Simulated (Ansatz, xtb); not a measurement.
## Relative energy of two isomers of C5H12FN

Structure a is `C[C@H](CF)[C@@H](C)N`, a singlet and structure b is `CC(C)(CN)CF`, a singlet. Both are isolated molecules in the gas phase, relaxed with PBE0-D3(BJ)/def2-SVP, each in the lowest conformer that the search found.

a (Å):

```tsv
atom	x (Å)	y (Å)	z (Å)
C	1.1756	1.5416	1.0676
C	0.8169	0.3897	0.1374
C	0.7670	0.8797	-1.2958
C	-0.5096	-0.3031	0.5018
C	-0.4019	-1.1392	1.7739
F	0.6049	-0.1803	-2.1613
N	-1.5894	0.6735	0.5222
H	0.4261	2.3463	1.0036
H	1.2367	1.2153	2.1164
H	2.1521	1.9764	0.8048
H	1.6136	-0.3738	0.1904
H	-0.0877	1.5652	-1.4213
H	1.7008	1.4029	-1.5649
H	-0.7195	-0.9887	-0.3360
H	-1.3455	-1.6732	1.9668
H	0.4012	-1.8897	1.7024
H	-0.1939	-0.5083	2.6541
H	-2.4907	0.2075	0.4512
H	-1.5992	1.1734	1.4102
```

b (Å):

```xyz
19

C     0.0362   -1.9254   -0.4471
C    -0.2087   -0.8766    0.6359
C    -1.3566    0.0432    0.2177
C    -0.5354   -1.5866    1.9584
C     1.0542   -0.0471    0.8374
F     1.3811    0.6301   -0.3170
N    -0.7812   -0.6633    3.0489
H    -0.8749   -2.5117   -0.6449
H     0.3449   -1.4436   -1.3860
H     0.8325   -2.6270   -0.1494
H    -1.1113    0.5587   -0.7218
H    -2.2849   -0.5301    0.0630
H    -1.5464    0.8174    0.9776
H     0.3289   -2.2162    2.2327
H    -1.3717   -2.2918    1.7610
H    -0.7545   -1.1474    3.9423
H    -1.7091   -0.2529    2.9733
H     0.9042    0.6806    1.6497
H     1.9037   -0.7018    1.1033
```

Quicker runs give these differences E(b) − E(a): GFN2-xTB +0.47 kcal/mol; HF/STO-3G +0.77 kcal/mol (at GFN2-xTB geometries); r2SCAN-D4/def2-SVP +0.13 kcal/mol (at GFN2-xTB geometries).

Q: Estimate E(b) − E(a) at the level CCSD(T)/def2-SVP + ΔMP2/def2-TZVPP.

A: Too close to call at this level: CCSD(T)/def2-SVP + ΔMP2/def2-TZVPP gives E(b) − E(a) = −0.20 kcal/mol.

Level by level:

```tsv
level	geometry	E(b) − E(a) (kcal/mol)	departure from the last row (kcal/mol)	job, with rough time for the two
GFN2-xTB	GFN2-xTB	+0.47	+0.67	optimisation, 0.12 s
HF/STO-3G	GFN2-xTB	+0.77	+0.97	single point, 0.36 s
r2SCAN-D4/def2-SVP	GFN2-xTB	+0.13	+0.33	single point, 3.3 s
PBE0-D3(BJ)/def2-SVP	PBE0-D3(BJ)/def2-SVP	+0.56	+0.76	optimisation, 34 s
HF/def2-SVP	PBE0-D3(BJ)/def2-SVP	+0.67	+0.87	part of the CCSD(T) run
MP2/def2-SVP	PBE0-D3(BJ)/def2-SVP	−0.47	−0.26	part of the CCSD(T) run
CCSD(T)/def2-SVP	PBE0-D3(BJ)/def2-SVP	−0.25	−0.05	single point
CCSD(T)/def2-SVP + ΔMP2/def2-TZVPP	PBE0-D3(BJ)/def2-SVP	−0.20		single point, 99 s
```

As drawn, both hold the same kinds of bond in the same numbers.

The largest departure from CCSD(T)/def2-SVP + ΔMP2/def2-TZVPP is that of HF/STO-3G, 0.97 kcal/mol. The last row adds to CCSD(T) the change of the MP2 difference between the two basis sets, here +0.05 kcal/mol.

With thermal terms from frequencies at re-optimised GFN2-xTB minima (ideal gas, soft modes damped towards free rotors, one conformer each, 298.15 K, 1 atm): the zero-point term adds −0.23 kcal/mol; ΔH is −0.40 and ΔG −0.32 kcal/mol.

The correlated steps freeze 7 core orbitals. Mirror images aren't counted in ΔG. Programs: Ansatz 0.2.0, xtb 6.7.1; the last row on 4 threads of Arm Neoverse V2 on a shared host.
